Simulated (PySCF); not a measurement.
Start geometry of `[BH3-][NH2+]COCF` from GFN2-xTB (Å):
```
atom  x, y, z in Å
B1    -2.3635   -0.2499    0.0012
N2    -0.9610   -0.1592   -0.8840
C3     0.2031    0.0642   -0.0669
O4     1.3591    0.0425   -0.9065
C5     2.5470    0.1995   -0.2490
F6     2.6630    1.4683    0.2637
H7    -3.2204   -0.4219   -0.8040
H8    -2.4564    0.7880    0.5728
H9    -2.2204   -1.1750    0.7362
H10   -1.0756    0.5950   -1.5551
H11   -0.8742   -1.0340   -1.3937
H12    0.1114    1.0340    0.4370
H13    0.2722   -0.7293    0.6902
H14    2.6585   -0.4838    0.6094
H15    3.3528    0.0695   -0.9787
```

Q: What comes out of this run: PBE0-D3(BJ)/def2-SVP geometry optimisation, gas phase in PySCF 2.14.0?

A: 
```
atom  x, y, z in Å
B1    -2.300   -0.456    0.135
N2    -0.981   -0.241   -0.804
C3     0.222    0.070   -0.061
O4     1.283    0.153   -0.974
C5     2.502    0.439   -0.414
F6     2.531    1.716    0.064
H7    -3.210   -0.712   -0.642
H8    -2.457    0.602    0.733
H9    -2.021   -1.393    0.875
H10   -1.162    0.506   -1.478
H11   -0.826   -1.089   -1.354
H12    0.063    1.021    0.470
H13    0.385   -0.729    0.682
H14    2.729   -0.238    0.434
H15    3.253    0.336   -1.211
```

The energy falls by 1.7 kcal/mol over 8 energy and gradient evaluations, the largest force component goes from 0.0169 to 3.9e-04 Eh/bohr, and the atoms move by 0.033 Å rms after alignment. Among the bonds, B1–H7, B1–H8 and B1–H9 change most and about equally (+0.035 to +0.036 Å). Bonds longer at the end by more than 0.005 Å: 9 of 14; shorter: 3. Among the angles that change most is H10–N2–H11, from 108.5° to 106.1°. Rotational constants go from 10711, 1444, 1359 to 10834, 1456, 1374 MHz. The orientation of the end geometry is arbitrary; only internal coordinates are fixed.

The run used 129 basis functions and 51 SCF cycles in all.

Stationary, but not proved a minimum. The numbers are those of one conformer.
